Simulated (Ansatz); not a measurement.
One geometry of Cu2H2, several levels of theory.

```yaml
crystal:
  periodic: [false, false, false]
  atoms:
    - {symbol: Cu, position_ang: [1.051071, 0.272503, -0.512295]}
    - {symbol: Cu, position_ang: [-1.051123, -0.272468, 0.512281]}
    - {symbol: H, position_ang: [-0.291142, -0.625176, -0.929923]}
    - {symbol: H, position_ang: [0.291193, 0.625141, 0.929937]}
basis:
  gaussian: {orbitals: def2-TZVP, initial_orbitals: start.molden}
magnetization: {spin_polarized: true, initial_magnetization: 2}
hamiltonian: {xc: pbe}
correlation: {method: rpa, frozen_orbitals: {Cu: 9, H: 0}}
scf: {omitted_lower_state_checks: [starts]}
```

The file start.molden holds the orbitals of an earlier run on this structure, at another level or in another basis.

```sh
$ ansatz run in.yaml --threads 4 --pin off --events-out ev --progress --plain --max-ram 3916MiB
```

It prints (some lines left out):

```
Functional definition: PBE
1042 factors; integrals over basis functions are off by at most 8.2e-4 eV
mean field evaluation 1: about -89299.3448 eV, gradient 7.4e0 eV
mean field evaluation 2: about -89299.5203 eV, gradient 2.6e-1 eV
mean field evaluation 4: about -89299.5194 eV, gradient 1.1e-3 eV
mean field -89299.51938592 eV, -3281.6968080442 hartree, gradient 3.0e-6 eV, S^2 2.003231; 0 other end points of the search recorded, 0 dependent functions left out
18 core orbitals not correlated: weight in the atoms' cores, before any rotation towards them, 1.000 or more for the frozen orbitals, at most 0.000 for the correlated occupied ones
reference -89220.99237493 eV, -3278.8109936180 hartree; 13, 11 occupied and 71, 73 virtual orbitals, 1042 factors
Total energy: -89252.54948277 eV, -3279.9706959409 hartree
Checks for a lower state left out: starts
```

Hardware: 4 threads of Arm Neoverse V1 on a shared host. Wall time 2.2 s.

As the first input, with `correlation: {method: mp2, frozen_orbitals: {Cu: 9, H: 0}}`, `output: {orbitals: {seedname: orbitals}}` and without the key `hamiltonian` (abridged; 1.6 s):

```
Functional definition: HF
mean field -89225.07489167 eV, -3278.9610233410 hartree, gradient 2.9e-6 eV, S^2 2.011406
18 core orbitals not correlated: weight in the atoms' cores, before any rotation towards them, 1.000 or more for the frozen orbitals, at most 0.000 for the correlated occupied ones
second order -21.50188982 eV of doubles, -0.00000000 eV of singles
Total energy: -89246.57678149 eV, -3279.7512032172 hartree
Checks for a lower state left out: starts
```

As the first input, with `hamiltonian: {xc: {name: r2SCAN0}, dispersion: d4}`, `output: {orbitals: {seedname: orbitals}}` and without the key `correlation` (abridged; 5.5 s):

```
Functional definition: r2SCAN0
mean field -89308.66387581 eV, -3282.0328618496 hartree, gradient 1.9e-5 eV, S^2 2.010609
Total energy: -89308.68010082 eV, -3282.0334581077 hartree
Checks for a lower state left out: starts
```

The first input with `gaussian: {orbitals: 6-31G}`, `hamiltonian: {xc: hf}`, `output: {orbitals: {seedname: orbitals}}` and without the key `correlation` (abridged; 0.7 s):

```
Functional definition: HF
mean field evaluation 16: about -89206.5623 eV, gradient 1.2e-3 eV
mean field -89208.87548104 eV, -3278.3657059805 hartree, gradient 2.3e-5 eV, S^2 2.007542
Total energy: -89208.87548104 eV, -3278.3657059805 hartree
Checks for a lower state left out: starts
```

As the first input, with `hamiltonian: {xc: {name: LC-wPBE, parameters: {omega: 0.1/bohr}}}`, `output: {orbitals: {seedname: orbitals}}` and without the key `correlation` (abridged; 2.3 s):

```
Functional definition: LC-wPBE
mean field -89300.13863616 eV, -3281.7195650708 hartree, gradient 3.3e-5 eV, S^2 2.004399
Total energy: -89300.13863634 eV, -3281.7195650774 hartree
Checks for a lower state left out: starts
```

As the first input, with `hamiltonian: {xc: {name: LC-wPBE, parameters: {omega: 0.3/bohr}}}`, `output: {orbitals: {seedname: orbitals}}` and without the key `correlation` (abridged; 4 s):

```
Functional definition: LC-wPBE
mean field -89300.40499786 eV, -3281.7293536830 hartree, gradient 2.5e-5 eV, S^2 2.016426
Total energy: -89300.40499788 eV, -3281.7293536836 hartree
Checks for a lower state left out: starts
```

First input, but with `gaussian: {orbitals: def2-TZVPP, initial_orbitals: start.molden}`, `correlation: {method: ccsd_t, frozen_orbitals: {Cu: 9, H: 0}}`, `scf: {omitted_lower_state_checks: [starts, cluster_reference]}`, `output: {orbitals: {seedname: orbitals}}` and without the key `hamiltonian` (abridged; 71 s):

```
Functional definition: HF
mean field -89225.23962948 eV, -3278.9670773437 hartree, gradient 5.5e-6 eV, S^2 2.011742
18 core orbitals not correlated: weight in the atoms' cores, before any rotation towards them, 1.000 or more for the frozen orbitals, at most 0.000 for the correlated occupied ones
second order -25.87334928 eV of doubles, -0.00000000 eV of singles
cycle   1  -22.11404860 eV  change     3.8e0 eV  update   2.2e-1
cycle   2  -23.37934366 eV  change    -1.3e0 eV  update   1.3e-1
cycle   3  -23.73287460 eV  change   -3.5e-1 eV  update   6.2e-2
cycle   4  -23.83521680 eV  change   -1.0e-1 eV  update   4.7e-2
cycle   5  -23.90356754 eV  change   -6.8e-2 eV  update   3.4e-2
cycle   6  -24.04998321 eV  change   -1.5e-1 eV  update   2.4e-2
cycle   7  -24.11177742 eV  change   -6.2e-2 eV  update   1.3e-2
cycle   8  -24.11692903 eV  change   -5.2e-3 eV  update   7.7e-3
cycle   9  -24.12527127 eV  change   -8.3e-3 eV  update   4.4e-3
cycle  10  -24.14054533 eV  change   -1.5e-2 eV  update   2.8e-3
cycle  11  -24.13608124 eV  change    4.5e-3 eV  update   1.5e-3
cycle  12  -24.13311969 eV  change    3.0e-3 eV  update   7.8e-4
cycle  13  -24.13581397 eV  change   -2.7e-3 eV  update   3.7e-4
cycle  14  -24.13510689 eV  change    7.1e-4 eV  update   1.8e-4
cycle  15  -24.13533259 eV  change   -2.3e-4 eV  update   1.1e-4
cycle  16  -24.13555874 eV  change   -2.3e-4 eV  update   5.8e-5
cycle  17  -24.13543489 eV  change    1.2e-4 eV  update   3.4e-5
cycle  18  -24.13539341 eV  change    4.1e-5 eV  update   1.8e-5
cycle  19  -24.13539509 eV  change   -1.7e-6 eV  update   9.4e-6
perturbative correction -1.03358039 eV, -0.0379833786 hartree
Total energy: -89250.40860495 eV, -3279.8920201323 hartree
Checks for a lower state left out: starts, cluster_reference
```

Geometry: PBE0-D4/def2-TZVP.

The 6-31G sets use Cartesian d functions. Correlated methods freeze 18 core orbitals. At CCSD(T)/def2-TZVPP T1 of the charge 0 triplet is large (up to 0.077), so the single-reference result is doubtful. The order of the spin states hangs on the level: the singlet lies 1.38 eV below the triplet at PBE0-D4/def2-TZVP, but 0.78 eV above it at HF/6-31G. The structure comes from a short search, and lower isomers may exist.
